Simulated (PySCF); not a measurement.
**Electronic structure of Se²⁺ (selenium, charge +2) at the UHF level**

Configuration: [Ar] 3d10 4s2 4p2, high-spin 3P determinant. Computed with PySCF 2.14 in jorge-DZP-DKH, with scalar relativity by spin-free X2C-1e.

```json
{
  "Total energy": "-2426.853698 hartree",
  "One-electron energy": "-3351.6447 hartree",
  "Hartree (Coulomb) energy": "1011.1363 hartree",
  "Exchange energy": "-86.3453 hartree",
  "⟨S²⟩": "2.0009",
  "⟨L²⟩": "2.003",
  "Sum of ⟨r⟩": "19.91 bohr",
  "Sum of ⟨r²⟩": "24.65 bohr²",
  "Traceless quadrupole moment −½Σ⟨3z² − r²⟩ along its main axis": "1.92 e·bohr²",
  "Langevin diamagnetic susceptibility": "-19.5 ×10⁻⁶ cm³/mol",
  "Time after the integrals": "0.21 s of wall time on 1 thread of Neoverse-N1 (shared host)"
}
```

| shell | electrons | mean orbital energy (eV) | spread (eV) | rms radius, mean of both spins (bohr) |
| --- | --- | --- | --- | --- |
| 1s α | 1 | -12759.9 | 0 | 0.0508 |
| 1s β | 1 | -12759.6 | 0 | 0.0508 |
| 2s α | 1 | -1718.6 | 0 | 0.212 |
| 2s β | 1 | -1718.5 | 0 | 0.212 |
| 2p α | 3 | -1509.9 | 0.115 | 0.189 |
| 2p β | 3 | -1509.7 | 0.231 | 0.189 |
| 3s α | 1 | -273.55 | 0 | 0.613 |
| 3s β | 1 | -273.05 | 0 | 0.613 |
| 3p α | 3 | -205.79 | 0.106 | 0.636 |
| 3p β | 3 | -205.11 | 0.727 | 0.636 |
| 3d α | 5 | -93.206 | 0.392 | 0.691 |
| 3d β | 5 | -92.855 | 0.708 | 0.691 |
| 4s α | 1 | -45.733 | 0 | 1.84 |
| 4s β | 1 | -39.880 | 0 | 1.84 |
| 4p α | 2 | -31.233 | 0 | 2.19 |

Densities and radii are taken from the X2C orbitals without a picture-change correction, which distorts them close to the nucleus.
